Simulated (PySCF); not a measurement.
# One molecule, several mistakes: AlFH5NSi

All numbers below are calculated, not measured. The program is PySCF 2.14.0, an open-source quantum chemistry code, run on an isolated molecule that a program drew, which may never have been made. The molecule is AlFH5NSi (charge 0, singlet), drawn as the SMILES string `[F][AlH][NH][SiH3]`.

Each row is a Hartree-Fock (HF) and frozen-core CCSD(T) single point in the cc-pV(D+d)Z basis, meant for a local HF minimum. Run 1 is clean. Each other run has one planted mistake out of seven kinds, and not every kind appears here: one electron removed, one electron added, multiplicity raised by two, geometry at a saddle point, minimal basis STO-3G, one bond length entered in bohr, all coordinates scaled. The reference is restricted for singlets and unrestricted otherwise, and also for a bond in bohr. Adding or removing an electron swaps singlet and doublet. Electrons count all cores. HOMO and LUMO are orbital energies over both spins, the gradient is its largest component, and the lowest frequency (negative if imaginary) is given only where the gradient is small. Bond lengths are over the 8 bonds as drawn. T1 is the CCSD diagnostic: over 0.02 (restricted) or 0.045 (unrestricted) a single reference is doubtful.

Geometry of the clean run:
```xyz
9
AlFH5NSi, angstrom
F    -2.0572   -1.1323   -0.3168
Al   -1.7618   -0.8616    1.2861
N    -0.2384   -1.4544    1.9639
Si    1.0988   -2.3136    1.2613
H    -2.8251   -0.0997    2.1417
H    -0.1134   -1.2614    2.9460
H     2.3645   -1.5535    1.4043
H     1.3018   -3.6300    1.9140
H     0.8112   -2.5194   -0.1728
```

```
run  electrons  basis functions  <S^2>  HOMO (eV)  LUMO (eV)  gradient (hartree/bohr)  lowest frequency (cm^-1)  mean bond (Å)  longest bond (Å)      T1  HF (hartree)  CCSD(T) (hartree)                          mistake
  1         48               99  0.000     -11.08       2.29                  3.3e-05                        67         1.5219             1.770  0.0130    -687.79818         -688.37341                         no fault
  2         48               99  0.000     -10.99       2.21                  1.7e-02                         -         1.5508             1.803  0.0135    -687.79510         -688.37312           all coordinates scaled
  3         48               99  0.883      -8.23       1.37                  2.1e-02                         -         1.7056             3.122  0.0740    -687.62018         -688.17501  one bond length entered in bohr
  4         47               99  0.761     -18.08      -7.25                  8.5e-02                         -         1.5219             1.770  0.0290    -687.46805         -688.00788             one electron removed
  5         49               99  0.768       1.51       7.38                  5.2e-02                         -         1.5219             1.770  0.0140    -687.72779         -688.31360                                ?
  6         48               33  0.000      -7.49      10.07                  3.1e-02                         -         1.5219             1.770  0.0145    -679.39717         -679.57207                                ?
```

**Which mistake was planted in run 5, and what did it cost?**

It counts 49 electrons, one more than the clean run, at the same geometry and basis. So the mistake is: one electron added. Subtracting run 1 and multiplying by 627.51 kcal/mol a hartree, the energy moved by 44.2 kcal/mol in HF and 37.5 kcal/mol in CCSD(T).

**Which mistake was planted in run 6, and what did it cost?**

It has 33 basis functions where the clean run has 99, with the same electrons and geometry. So the mistake is: minimal basis STO-3G. Subtracting run 1 and multiplying by 627.51 kcal/mol a hartree, the energy moved by 5271.7 kcal/mol in HF and 5522.9 kcal/mol in CCSD(T).

Cautions from the logs. Run 3: T1 is over the limit, so its CCSD(T) energy is less reliable; run 5: the HOMO is above zero, so the electron isn't bound and the energy depends on the basis.
